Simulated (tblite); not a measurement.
Species: C7H16OSi.
Geometry (GFN2-xTB, Å), atoms numbered from 1 in this order:
```xyz
25
C7H16OSi angstrom
C      2.8303   -1.0227    0.5905
C      1.4773   -0.9170   -0.0417
C      0.4412   -0.1714    0.3309
C      0.5015    0.7767    1.5005
O      0.5334    2.1161    1.0366
C     -0.8705   -0.1050   -0.4132
C     -0.7908   -0.7655   -1.7914
C     -1.9353   -0.8571    0.3975
Si    -1.4475    1.7235   -0.6551
H      3.5946   -0.7618   -0.1427
H      2.9565   -0.3829    1.4585
H      3.0120   -2.0538    0.8947
H      1.3803   -1.5568   -0.9074
H     -0.4060    0.7043    2.1025
H      1.3580    0.5832    2.1537
H      1.3323    2.2335    0.5114
H     -0.6084   -1.8370   -1.7074
H     -1.7333   -0.6339   -2.3186
H     -0.0013   -0.3219   -2.3947
H     -2.8791   -0.8631   -0.1439
H     -2.1088   -0.3967    1.3670
H     -1.6284   -1.8907    0.5623
H     -2.6235    1.5906   -1.5369
H     -0.4512    2.4849   -1.4065
H     -1.9442    2.3486    0.5627
```

Method: GFN2-xTB as coded in tblite; computed harmonic values from a numerical Hessian at the method's own geometry, unscaled. Against measured fundamentals such values can be off by several per cent, at times by over 20. Modes of hydrogen on silicon can be 10 to 20 % off. One conformer, not necessarily the lowest.

Harmonic wavenumbers (cm⁻¹): 38.5, 72.8, 91.7, 152.8, 196.6, 217.6, 227.1, 260.3, 273.2, 315.0, 326.3, 344.3, 357.4, 371.5, 427.7, 470.6, 489.7, 562.1, 582.7, 610.0, 689.9, 746.9, 799.5, 842.2, 843.4, 887.0, 921.9, 961.5, 970.8, 1003.7, 1022.9, 1033.9, 1059.1, 1066.6, 1130.5, 1149.7, 1166.5, 1186.7, 1247.0, 1281.8, 1318.3, 1342.8, 1406.7, 1408.0, 1423.2, 1475.7, 1481.8, 1499.7, 1502.2, 1509.1, 1514.8, 1526.8, 1724.9, 2159.0, 2265.6, 2322.6, 2936.0, 2987.0, 2989.3, 2989.8, 2993.2, 3005.3, 3018.2, 3023.5, 3029.7, 3034.7, 3051.4, 3080.5, 3545.3.

A = 1697, B = 1096, C = 842.5 MHz; mass 144.097 u (most abundant isotopes); point group C1, symmetry number 1.

Task: What is the zero-point energy?

Result: ½Σν̃ = 45982 cm⁻¹ = 131.47 kcal/mol.

Task: What is S at 500 K and 1 bar for an ideal gas of classical rigid rotors and harmonic oscillators?

Result: Translation 43.40, rotation 31.25, vibration 64.39: S = 139.0 cal/(mol K).

Task: And Cp and H(500 K) − H(0)?

Result: Cp = 73.04 cal/(mol K), of which vibrations give 65.10 (their classical limit is 69 R = 137.1); H(500 K) − H(0) = 20.87 kcal/mol without the zero-point energy, 16.90 from vibrations.

Task: Which modes carry the vibrational entropy at 500 K?

Result: 38.5 cm⁻¹: 6.36; 72.8 cm⁻¹: 5.10; 91.7 cm⁻¹: 4.64; 152.8 cm⁻¹: 3.64; 196.6 cm⁻¹: 3.15; 217.6 cm⁻¹: 2.95 cal/(mol K); the other 63 give 38.56 together.

Task: Blend soft modes into free rotors: weight 1/[1 + (100 cm⁻¹/ν̃)⁴] for the oscillator and the rest for a rotor with moment μB/(μ + B), μ = h/(8π²ν), B = 10⁻⁴⁴ kg m². What vibrational entropy results?

Result: 60.43 cal/(mol K) in place of 64.39, which changes −T·S at 500 K by +1.98 kcal/mol.

Task: What must be added to the electronic energy to get the Gibbs energy at 500 K and 1 bar?

Result: ZPE + [H(500 K) − H(0)] − T·S = 131.47 + 20.87 − 69.52 = 82.82 kcal/mol.

Hindered rotation and anharmonicity are outside this model. Other conformers, if any are populated, would add a mixing term that is left out. The structure is chiral; the term R ln 2 for an equal mix with its mirror image is left out.

The run took 4.1 s of wall time on an Intel Xeon at 2.50 GHz with one thread, no GPU, shared host with 64 logical CPUs at a one-minute load of 64. This covers the Hessian and the dipole derivatives.
